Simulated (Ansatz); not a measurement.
`N[SiH2]O[SiH](N)O`. The species carries charge 0 and has multiplicity 1. All single points use the PBE0-D4/def2-TZVP geometry. It is one conformer, not always the lowest.

```xyz
14

N     1.288    0.923   -0.923
Si    0.313   -0.290   -1.676
O    -0.952   -0.658   -0.703
Si   -1.239   -0.180    0.840
N    -0.033   -0.945    1.795
O    -1.103    1.437    1.033
H     1.665    1.658   -1.501
H     1.956    0.642   -0.220
H     1.049   -1.553   -1.936
H    -0.172    0.299   -2.948
H    -2.640   -0.525    1.157
H     0.086   -1.944    1.727
H     0.086   -0.640    2.749
H    -0.304    1.777    0.608
```

Q: What is the dipole moment at PBE/def2-TZVPP? (Estimate.)

A: Computed: 2.92 D, with components (2.89, -0.25, 0.38) D in this frame, pointing from negative to positive charge.

Q: And with r2SCAN, B3LYP, ωB97M-V? (Estimate.)

A: The calculation gave: r2SCAN 2.95 D, B3LYP 2.92 D, ωB97M-V 2.94 D.

Q: Give the Mulliken charges with PBE, r2SCAN, B3LYP in def2-TZVPP. (Estimate.)

A: Ansatz gave: 
| atom | PBE | r2SCAN | B3LYP |
| --- | --- | --- | --- |
| N1 | -0.43 | -0.50 | -0.44 |
| Si2 | 0.44 | 0.57 | 0.54 |
| O3 | -0.34 | -0.44 | -0.42 |
| Si4 | 0.53 | 0.69 | 0.67 |
| N5 | -0.38 | -0.45 | -0.40 |
| O6 | -0.37 | -0.43 | -0.41 |
| H7 | 0.16 | 0.17 | 0.15 |
| H8 | 0.17 | 0.18 | 0.15 |
| H9 | -0.09 | -0.10 | -0.10 |
| H10 | -0.08 | -0.09 | -0.09 |
| H11 | -0.10 | -0.11 | -0.11 |
| H12 | 0.15 | 0.15 | 0.14 |
| H13 | 0.15 | 0.16 | 0.14 |
| H14 | 0.19 | 0.20 | 0.19 |

B3LYP here is the variant with VWN-RPA as its local correlation; programs differ in this.
